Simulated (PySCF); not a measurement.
## SiSe: energy against distance

Set-up: Si x2c-SVPall, Se x2c-SVPall; spin-free X2C with a Gaussian nucleus (PySCF 2.14). Energies in eV from Si + Se in their ground configurations at the same level. State: ¹Σ⁺ (singlet), closed shell.

All columns are PBE0. A positive dipole means Si(−)Se(+).

```tsv
R (Å)	E (eV)	μ (D)	Mulliken charge on Si (basis-dependent)	HOMO (eV)	LUMO (eV)	Mayer bond order	⟨S²⟩
1.778	-3.802	-0.15	0.06	-7.46	-1.59	2.48	0.00
1.861	-4.738	-0.44	0.12	-7.58	-1.82	2.45	0.00
1.944	-5.253	-0.74	0.17	-7.67	-2.05	2.43	0.00
2.006	-5.434	-0.97	0.20	-7.72	-2.21	2.41	0.00
2.068	-5.481	-1.19	0.22	-7.76	-2.36	2.40	0.00
2.130	-5.426	-1.42	0.25	-7.60	-2.51	2.39	0.00
2.213	-5.233	-1.71	0.27	-7.39	-2.70	2.38	0.00
2.316	-4.860	-2.06	0.29	-7.16	-2.92	2.37	0.00
2.440	-4.301	-2.46	0.30	-6.92	-3.16	2.37	0.00
2.606	-3.472	-2.93	0.30	-6.65	-3.44	2.37	0.00
```

A fit through these points gives, at Re = 2.063 Å, μ = -1.18 D and dμ/dR = -3.65 D/Å; the reduced mass is 20.72 u.

Q: How strong is the fundamental in the double-harmonic approximation, I = 42.26·(dμ/dR)²/μred km/mol?

A: I = 42.26·(-3.65)²/20.72 = 27.2 km/mol at PBE0.
